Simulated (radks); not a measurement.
The numbers below are computed, except where a source is named.
Valence configurations of Rh I (all share [Kr]). Code: a radial shooting solver on a logarithmic mesh with Libxc functionals. Model: Dirac Kohn-Sham, LDA (Slater exchange, Perdew-Wang correlation), spin-unpolarised, spherical densities, point nucleus; open shells fill j = l - 1/2 first. Energies are relative to 4d8 5s1; eigenvalues in eV.

| valence | E (eV) | e(4d3/2) | e(4d5/2) | e(5p1/2) | e(5p3/2) | e(5s1/2) |
|---|---|---|---|---|---|---|
| 4d8 5s1 | 0.000 | -6.353 | -5.959 | - | - | -4.579 |
| 4d8 5p1 | 3.629 | -7.913 | -7.513 | -1.915 | - | - |
| 4d6 5s2 5p1 | 10.778 | -13.404 | -12.938 | -2.778 | - | -7.456 |
| 4d7.5 5s1 5p0.5 | 2.788 | -8.445 | -8.032 | -1.755 | - | -5.615 |
| 4d7 5p2 | 10.615 | -11.766 | -11.329 | -2.918 | - | - |
| 4d7.5 5p1.5 | 6.770 | -9.826 | -9.408 | -2.432 | - | - |
| 4d7 5s0.5 5p1.5 | 8.426 | -11.154 | -10.720 | -2.637 | - | -6.961 |
| 4d6.5 5p2.5 | 15.316 | -13.810 | -13.355 | -3.424 | -3.172 | - |
| 4d7 5s2 | 2.192 | -9.044 | -8.617 | - | - | -5.562 |
| 4d9 | -0.680 | -4.050 | -3.687 | - | - | - |

NIST lists [Kr] 4d8 5s1 as the ground configuration; this level of theory puts 4d9 lower, by 0.680 eV. The energies are those of spherical spin-averaged densities, not of single terms.
